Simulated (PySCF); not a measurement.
Isomers of C6H8O2S, from PySCF 2.14.0, PBE0-D3(BJ)/def2-SVP geometry optimisation, gas phase. One conformer each, no zero-point energy, no frequencies.

**Question.** Which is lower in electronic energy at this level?
A. `[CH3:1][S:2](=[O:3])(=[O:4])[C:5]1=[CH:6][CH2:7][CH:8]=[CH:9]1` with C1–S2–C5–C6 -106°: A = 2931, B = 1014, C = 914.0 MHz, dipole 5.11 D
B. `[CH2:1]=[CH:2][O:3][C:4](=[O:5])[CH2:6][C:7]([CH3:8])=[S:9]` with C1–C2–O3–C4 -178°, C2–O3–C4–O5 -1°, O3–C4–C6–C7 157°, C4–C6–C7–C8 67°: A = 3369, B = 617.4, C = 559.3 MHz, dipole 2.65 D

**Answer.** B. That is `C=COC(=O)CC(C)=S`, 44.3 kcal/mol below the other.

```tsv
SMILES	mapped SMILES	E (Eh)	relative (kcal/mol)	relative (kJ/mol)	dipole (D)
C=COC(=O)CC(C)=S	[CH2:1]=[CH:2][O:3][C:4](=[O:5])[CH2:6][C:7]([CH3:8])=[S:9]	-781.09382	0.0	0.0	2.65
CS(=O)(=O)C1=CCC=C1	[CH3:1][S:2](=[O:3])(=[O:4])[C:5]1=[CH:6][CH2:7][CH:8]=[CH:9]1	-781.02315	44.3	185.5	5.11
```

As drawn, the lower has a C=O bond, a C(=O)–O unit and a C=S bond, which the higher lacks; the higher has an S=O bond, which the lower lacks.
